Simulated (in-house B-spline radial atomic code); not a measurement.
**B3LYP (VWN-RPA) excitations of the chlorine ion Cl⁷⁺**

Method: B3LYP (VWN-RPA). Computed with an all-electron radial atomic-structure program (B-spline basis): linear response of the closed shell [He] 2s2 2p6 with the functional's adiabatic kernel; scalar-relativistic (spin-free one-electron X2C), finite nucleus, no spin-orbit coupling, no double excitations, S, P, D and F terms only. Only terms of natural parity with L up to 3 were computed.

Command:
```bash
python run_td.py task.json out
```
Settings (radii: box in bohr, nucleus in fm):
```
Z                        17
electrons                10
configuration            [He] 2s2 2p6
hamiltonian              x2c
method                   b3lyp
box_radius               12.81
rms_radius               3.3654
intervals                71
```

Cost of the run: 0.6 s on 1 thread of Arm Neoverse N1, with other jobs on the host.

The lowest states, in the order of their Tamm-Dancoff energies; the method's threshold (minus the highest occupied level) is 329.25 eV. Labels give the largest channel, * marks a mixed state, and oscillator strengths are full-response dipole values. Semilocal kernels can invert the small singlet-triplet splittings of Rydberg terms. Energies in eV:

| state | full response | Tamm-Dancoff | oscillator strength |
| --- | --- | --- | --- |
| 2p → 3s 3P | 200.62 | 200.64 | - |
| 2p → 3s 1P | 202.56 | 202.59 | 0.188 |
| 2p → 3p 3S | 214.35 | 214.40 | - |
| 2p → 3p 3D | ? | ? | - |
| 2p → 3p 1D | 217.52 | 217.52 | - |
| 2p → 3p 1S | 226.34 | 226.96 | - |
| 2p → 3d 3P | 236.54 | 236.55 | - |
| 2p → 3d 3F | 236.90 | 236.92 | - |
| 2p → 3d 1F | 238.39 | 238.39 | - |
| 2p → 3d 1P | 242.15 | 242.31 | 1.6 |
| 2s → 3s 3S | 262.53 | 262.55 | - |
| 2s → 3s 1S | 265.73 | 265.85 | - |
| 2p → 4s 3P | 267.34 | 267.34 | - |
| 2p → 4s 1P | 267.88 | 267.89 | 0.034 |
| 2p → 4p 3S | 272.65 | 272.67 | - |
| 2p → 4p 3D | 272.99 | 273.00 | - |
| 2p → 4p 1D | 273.44 | 273.45 | - |
| 2p → 4p 1S | 276.98 | 277.31 | - |
| 2s → 3p 3P | 278.12 | 278.13 | - |
| 2s → 3p 1P | ? | ? | ? |
| 2p → 4d 3P | 280.37 | 280.37 | - |
| 2p → 4d 3F | 280.44 | 280.45 | - |

Task: Where does 2s → 3p 1P lie?

Result: At 279.60 eV in full response, 279.61 eV in Tamm-Dancoff, oscillator strength 0.383.

Task: Where does 2p → 3p 3D lie?

Result: At 215.81 eV in full response, 215.83 eV in Tamm-Dancoff.

Task: How large is the singlet-triplet splitting of 2p → 3s (P terms) in Tamm-Dancoff?

Result: 1.95 eV, from the unrounded values.

Task: What polarisabilities and dispersion coefficient does the method give?

Result: Dipole 0.05225 bohr³, quadrupole 0.0184 bohr⁵, C6 0.02247 hartree·bohr⁶ for two such species.
